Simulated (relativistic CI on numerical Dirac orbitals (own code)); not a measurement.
Ir3+: 4d photoemission

Computed with this model: Dirac-Coulomb-Breit CI, orbitals from a KLI potential per configuration, model QED (radiative potential, 1s self-energy scaled to tabulated hydrogen-like ionisation energies), valence Slater integrals scaled by 0.8, multiplet model of photoemission in the sudden approximation; configurations [Xe] 4f14 5d6 → [Kr] 4d9 4f14 5s2 5p6 5d6; 300 K; Lorentzian 4.9 eV and Gaussian 0.6 eV FWHM. Energies are those of the free ion, without screening or charge transfer. The energies are binding energies and can lie tens of eV above those of solids. S is read from ⟨S²⟩ = S(S + 1).

Field parameters in Wybourne normalisation: D3d B²₀ = −7Dσ, B⁴₀ = −14Dq − 21Dτ, B⁴₃ = −14√(10/7) Dq. The field is a parameter set, without covalency.

Computed curve for D3d, 10Dq = 33300, Dσ = -550, Dτ = 290 cm⁻¹, scaled to 100 at the maximum (points under 2 are left out and the grid is thinned):

```csv
Energy (eV),Intensity
325.0,2.1
326.2,2.4
327.8,2.8
329.0,3.3
330.2,3.8
331.4,4.5
333.0,5.8
334.2,7.3
335.4,9.3
337.0,13.5
338.2,18.9
339.4,28.0
340.6,43.9
342.2,80.3
343.4,100.0
344.6,83.7
346.2,48.8
347.4,34.0
348.6,25.7
349.8,20.4
351.4,16.3
352.6,15.4
353.8,16.5
355.0,20.0
356.6,31.2
357.8,47.4
359.0,65.3
360.6,58.0
361.8,38.7
363.0,25.4
364.2,17.5
365.8,11.4
367.0,8.5
368.2,6.5
369.8,4.8
371.0,4.0
372.2,3.3
373.4,2.8
375.0,2.3
376.2,2.1
```

The ground state has S = 0.17, and the centroid lies at 350.03 eV.
